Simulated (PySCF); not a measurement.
C2H6GeO2, SMILES C=C[O][GeH2][OH]. Atoms are numbered in the order given.

```xyz
11

C     -2.8526     0.5095    -1.0689
C     -1.7375    -0.0689    -0.6081
O     -0.8098     0.6015     0.1223
Ge     0.7578    -0.1547     0.5672
O      1.7624    -0.3279    -0.8827
H     -3.0568     1.5665    -0.8794
H     -3.5722    -0.0802    -1.6388
H     -1.5282    -1.1340    -0.8001
H      0.5237    -1.5921     1.0312
H      1.3348     0.8373     1.5774
H      1.9691     0.5215    -1.2959
```

The structure is a stationary point at r2SCAN-D4/def2-SVP. The structure was generated by enumeration, and PubChem lists no compound with its InChIKey, so it may never have been made. One conformer was computed; it need not be the lowest.

These are PBE0/pcSseg-1 run with PySCF values and carry that method's errors.

GIAO shieldings, no solvent; atoms listed in one row are averaged. δ = σ(ref) − σ: ¹³C against TMS (σ = 186.3 ppm); ¹⁷O against H2O (σ = 334.2 ppm); ⁷³Ge against GeH4 (σ = 1658.3 ppm); ¹H against TMS (σ = 31.56 ppm), references at their B3LYP-D3(BJ)/def2-TZVP geometries, non-relativistic.

Computed chemical shifts:
```
nucleus  atoms  count  δ (ppm)
-------  -----  -----  -------
¹³C         C2      1    160.2
¹³C         C1      1    100.5
¹⁷O         O3      1    162.3
¹⁷O         O5      1     50.6
⁷³Ge       Ge4      1    335.0
¹H          H8      1     7.06
¹H         H10      1     5.68
¹H          H9      1     5.50
¹H          H6      1     5.16
¹H          H7      1     4.68
¹H         H11      1     1.58
```
